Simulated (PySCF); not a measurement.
# Mo: excitation energy

Mo [Kr] 4d5 5s1 (7S) → Mo [Kr] 4d4 5s1 5p1 (high-spin determinant), as a difference of total energies. All numbers are calculated (PySCF 2.14, the spin-free X2C one-electron Hamiltonian (Gaussian nucleus), in x2c-TZVPPall (8s6p6d2f1g, 79 functions)). Correlated levels: valence: [Kr] frozen. The calculations carry no spin-orbit coupling.

```tsv
method	excitation energy (eV)
UHF	2.858
MP2 (valence)	3.391
SCS-MP2 (valence)	3.035
CCSD (valence)	3.191
CCSD(T) (valence)	3.218
```

Question: How much does correlation contribute at CCSD(T) (valence)?

Answer: 3.218 − (2.858) = 0.360 eV, measured against UHF.

The basis was made for the ground configuration and has no added diffuse functions, so the excitation energy can come out too high.

The coupled-cluster amplitudes are large for the upper state (T1 above 0.03 or a double amplitude above 0.15), so a single reference is strained.

The determinant of the upper state mixes LS terms, which raises its energy above the lowest term, most at the Hartree-Fock and MP2 levels.
